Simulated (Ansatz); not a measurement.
Z-matrix (Å, degrees):
```
C
Si 1 1.889
N 1 1.609 2 116.2
O 1 1.373 2 111.9 3 -138.2
C 1 1.420 2 125.1 3 55.2
H 2 1.482 1 108.7 3 78.8
H 2 1.484 1 109.6 3 -161.0
H 2 1.482 1 107.2 3 -41.2
H 4 0.964 1 110.5 2 -178.2
F 5 1.307 1 147.9 2 91.0
```

Total charge 0; spin multiplicity 1.

Task: List the PBE0/def2-TZVPP orbital energies in eV (Ansatz 0.2.0). (Best estimate.)

Result: The calculation gave: Occupied: -1802.83, -675.88, -523.81, -392.32, -282.05, -281.36, -145.20, -99.86, -99.85, -99.84, -35.94, -30.36, -27.90, -19.07, -18.19, -16.50, -15.65, -14.68, -13.71, -12.73, -12.43, -11.26, -10.19, -10.03, -9.88, -8.92, -7.92. Lowest empty: -0.56, 0.42, 0.68, 0.83, 1.40, 1.94, 2.18, 3.07.
